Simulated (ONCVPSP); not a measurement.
## cobalt, ONCV: configuration errors across variants

```json
{
  "Element": "Co (Z = 27)",
  "Generator": "ONCVPSP 4.0.1",
  "Type": "optimised norm-conserving Vanderbilt (ONCV)",
  "Functional": "BLYP",
  "Relativity": "scalar-relativistic",
  "Frozen core": "[Ne]",
  "Valence charge": "17",
  "Reference configuration": "3s2 3p6 3d8 4s1",
  "Partial waves": "3s+4s: rc 1.55 bohr, ncon 4, nbas 8, qcut 7.3 1/bohr, 2 projectors; 3p: rc 1.30 bohr, ncon 4, nbas 8, qcut 9.3 1/bohr, 3 projectors, debl 4 Ha; 3d: rc 0.90 bohr, ncon 5, nbas 9, qcut 20.4 1/bohr, 1 projector",
  "Local potential": "polynomial inside 0.65 bohr (lpopt 5, dvloc0 4 Ha)",
  "Core correction": "polynomial model core, fcfact 0.55"
}
```

All-electron excitation energies from the reference (eV): (1) 3s2 3p6 3d7 4s2 1.151; (2) 3s2 3p6 3d7 4s1 10.194; (3) 3s2 3p6 3d7 4s0 27.167.

Errors AE − PS in meV (a dash: test not solved or not reliable):

```tsv
change	(1)	(2)	(3)	bound ghosts	GHOST(+) flags above zero
base	+4.7	+2.5	-0.1	none	none
local potential polynomial inside 0.65 bohr (lpopt 5, dvloc0 -1.5 Ha)	+4.8	+2.6	0.0	none	s
local potential polynomial inside 0.65 bohr (lpopt 5, dvloc0 0.5 Ha)	+4.8	+2.6	-0.1	none	none
local potential polynomial inside 0.65 bohr (lpopt 5, dvloc0 2.5 Ha)	+4.7	+2.5	-0.1	none	none
local potential polynomial inside 0.65 bohr (lpopt 5, dvloc0 4.5 Ha)	+4.7	+2.5	-0.1	none	none
local potential polynomial inside 0.65 bohr (lpopt 5, dvloc0 8.5 Ha)	+4.6	+2.4	-0.2	none	none
```

Problem. Give the same row for: local potential polynomial inside 0.65 bohr (lpopt 5, dvloc0 7 Ha).

Solution. +4.7, +2.5, -0.2; bound ghosts: none; GHOST(+) flags above zero: none.
